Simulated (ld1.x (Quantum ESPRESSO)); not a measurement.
**u(r) = r·R(r): atom against pseudo-atom (carbon (C))**

Columns: radius, all-electron u(r) and pseudo u(r) of the 2s shell (level -13.65 eV) of carbon in the configuration [He] 2s2 2p2; PBEsol, scalar-relativistic, ultrasoft scheme, ld1.x (Quantum ESPRESSO) 7.5.

| r (bohr) | all-electron | pseudo |
| --- | --- | --- |
| 0.152 | 0.3477 | -0.1817 |
| 0.305 | 0.1444 | -0.3533 |
| 0.458 | -0.1602 | -0.5040 |
| 0.610 | -0.4242 | -0.6264 |
| 0.762 | -0.6170 | -0.7183 |
| 0.915 | -0.7392 | -0.7799 |
| 1.068 | -0.8014 | -0.8126 |
| 1.220 | -0.8184 | -0.8196 |
| 1.372 | -0.8038 | -0.8038 |
| 1.525 | -0.7681 | -0.7681 |
| 1.678 | -0.7194 | -0.7194 |
| 1.830 | -0.6642 | -0.6642 |
| 1.982 | -0.6063 | -0.6063 |
| 2.135 | -0.5480 | -0.5480 |
| 2.288 | -0.4918 | -0.4918 |
| 2.440 | -0.4390 | -0.4390 |
| 2.592 | -0.3900 | -0.3900 |
| 2.745 | -0.3447 | -0.3447 |
| 2.898 | -0.3037 | -0.3037 |
| 3.050 | -0.2670 | -0.2670 |
| 3.202 | -0.2342 | -0.2342 |
| 3.355 | -0.2048 | -0.2048 |
| 3.508 | -0.1788 | -0.1788 |
| 3.660 | -0.1560 | -0.1560 |
| 3.812 | -0.1359 | -0.1359 |
| 3.965 | -0.1182 | -0.1182 |

(1) How many radial nodes do the two functions have?

(2) At about which radius was the pseudo-wave matched?

(3) Where does each function peak?

(4) Is the pseudo-wave norm-conserving?

Results:

(1) The all-electron 2s function has n − l − 1 = 1; the pseudo-wave has 0, since the states of the same l below it are removed with the core.

(2) 1.35 bohr, where the columns begin to agree (steps of 0.15 bohr).

(3) Outermost all-electron maximum near 1.22 bohr, pseudo maximum near 1.22 bohr (to the table’s step).

(4) No, it belongs to an ultrasoft set: the norm inside the radius is not constrained, and the difference is carried by the augmentation charge.
